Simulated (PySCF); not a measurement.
C3H, SMILES [C][C][CH-] (connectivity only; charge and spin as stated), charge -1, multiplicity 1.

The structure is a stationary point at PBE0-D3(BJ)/def2-TZVPD.

The numbers are results of PBE/def2-TZVPD in PySCF, not measurements.

Symmetry labels are those of the subgroup Cs that the program uses (full group Cs).

Computed valence orbital energies around the gap with their symmetry:
| orbital | symmetry | energy (eV) |
|---|---|---|
| HOMO−7 | A' | -263.01 |
| HOMO−6 | A' | -13.38 |
| HOMO−5 | A' | -10.60 |
| HOMO−4 | A' | -5.48 |
| HOMO−3 | A" | -2.24 |
| HOMO−2 | A' | -1.86 |
| HOMO−1 | A' | -0.71 |
| HOMO | A' | 0.97 |
| LUMO | A" | 1.61 |
| LUMO+1 | A' | 4.10 |
| LUMO+2 | A' | 5.09 |
| LUMO+3 | A' | 5.61 |
